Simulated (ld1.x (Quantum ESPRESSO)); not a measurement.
Ce, TM semilocal: configuration errors across variants

ld1.x (Quantum ESPRESSO) 7.5 input, shortened:

```
&input
   title='Ce', zed=58., rel=1, dft='PZ', iswitch=3,
   config='[Xe] 4f1 5d1 6s1.5 6p0'
 /
 &inputp
   pseudotype=1, tm=.true., lloc=0,
   nlcc=.true., new_core_ps=.true., rcore=1.70
 /
4
5P  2  1   6.00   0.00  2.80  2.80  0.0
5D  3  2   1.00   0.00  2.40  2.40  0.0
4F  4  3   1.00   0.00  1.65  1.65  0.0
6S  1  0   1.50   0.00  3.20  3.20  0.0
 &test
   configts(1)='4f1 5p6 5d1 6s1.5 6p0'
 /
```

All-electron excitation energies from the reference (eV): (1) 4f1 5p6 5d1 6s2 6p0 -2.526; (2) 4f1 5p6 5d1 6s1 6p0 3.745; (3) 4f1 5p6 5d1 6s0 6p0 15.091; (4) 4f2 5p6 5d0 6s2 6p0 -2.914; (5) 4f2 5p6 5d0 6s1 6p0 2.913; (6) 4f2 5p6 5d1 6s0 6p0 3.752; (7) 4f0 5p6 5d1 6s2 6p0 10.178; (8) 4f1 5p6 5d1 6s1.5 6p0 spin -0.440; (9) 4f1 5p6 5d1 6s2 6p0 spin -2.841.

Spin tests fill each open shell by Hund’s rule, majority spin first.

In the semilocal form every listed channel keeps its own potential, so the choice of the local channel does not act on these tests. It acts once the file is put into the separable form.

A semilocal file is local in each channel, so a ghost entry of none says nothing of the separable form that plane-wave codes build from it.

Tests that are not counted but printed errors over 1 eV. “all radii but the core radius scaled by about 0.78 (s 2.50, p 2.18, d 1.88, f 1.28 bohr)”: 4f0 5p6 5d1 6s2 6p0 (solver errors, printed error -12.1 eV).

4 further variants failed, have other tests or another functional or relativity, and are left out.

A true bound ghost makes a file unfit for plane-wave use even where its test errors are small: the radial tests pick states by their node count and pass the ghost by. Where a test does run into it, the solver fails or the error is huge.

Errors AE − PS in meV (a dash: test not solved or not reliable):

```tsv
change	(1)	(2)	(3)	(4)	(5)	(6)	(7)	(8)	(9)	bound ghosts
base	+1.0	-0.3	-6.2	-10	-105	-217	+166	+207	+208	none
wave 5p (bound): rc 2.80 bohr becomes 5p (bound): rc 3.84 bohr	+1.0	-0.3	-6.5	-9.3	-104	-215	+170	+207	+208	none
all radii but the core radius scaled by about 0.78 (s 2.50, p 2.18, d 1.88, f 1.28 bohr)	+5.0	+5.3	-18	+116	-21	-85	–	+250	+247	s (extra level of the local part)
wave 6s (bound): rc 3.20 bohr becomes 6s (bound): rc 4.76 bohr	+1.4	-0.9	-35	+3.4	-83	-138	+331	+208	+209	none
core correction Bessel-smoothed model core inside 1.88 bohr	+1.0	-0.3	-6.1	+8.5	-85	-199	+201	+258	+259	none
wave 5d (bound): rc 2.40 bohr becomes 5d (bound): rc 3.68 bohr	+0.9	-0.4	-7.4	-36	-132	-225	+148	+206	+207	none
local potential the p channel	+1.0	-0.3	-6.2	-10	-105	-217	+166	+207	+208	none
core correction Bessel-smoothed model core inside 1.42 bohr	+1.0	-0.3	-6.2	-47	-145	-250	+98	+109	+110	none
```

Problem. Give the same row for: wave 4f (bound): rc 1.65 bohr becomes 4f (bound): rc 2.02 bohr.

Solution. +1.0, -0.4, -6.2, +204, +127, -19, +538, +182, +183; bound ghosts: none.
